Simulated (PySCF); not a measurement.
C2H6BCl, SMILES BCCCl, PBE/def2-SVP optimised geometry.

```
10

B      1.37    -0.49     0.00
C     -0.20    -0.49     0.00
C     -0.89     0.86     0.00
Cl    -0.54     1.76     1.54
H      2.00     0.50    -0.34
H      1.98    -1.51     0.26
H     -0.43    -1.02    -0.96
H     -0.61    -1.15     0.79
H     -2.00     0.79    -0.07
H     -0.53     1.51    -0.82
```

Density from PySCF with PBE/def2-TZVP at that geometry.

Minimum of the electron density along straight lines between bonded atoms, close to the bond critical point (lines longer than 1.1 times the sum of covalent radii, or with two minima, are not listed):

```tsv
bond	length / Å	ρ at the minimum / e bohr⁻³	∇²ρ there / e bohr⁻⁵	position (fraction from the first atom)
B1–C2	1.565	0.188	-0.31	0.33
C2–C3	1.522	0.246	___	0.49
C3–Cl4	1.813	0.171	___	0.42
B1–H5	1.218	0.179	-0.44	0.44
B1–H6	1.218	0.179	-0.44	0.44
C2–H7	1.124	0.247	___	0.64
C2–H8	1.112	0.262	-0.84	0.64
C3–H9	1.107	0.274	-0.92	0.65
C3–H10	1.108	0.273	-0.92	0.65
```

Complete the blanks.


- C2–C3, ∇²ρ there / e bohr⁻⁵: -0.59
- C3–Cl4, ∇²ρ there / e bohr⁻⁵: -0.19
- C2–H7, ∇²ρ there / e bohr⁻⁵: -0.75
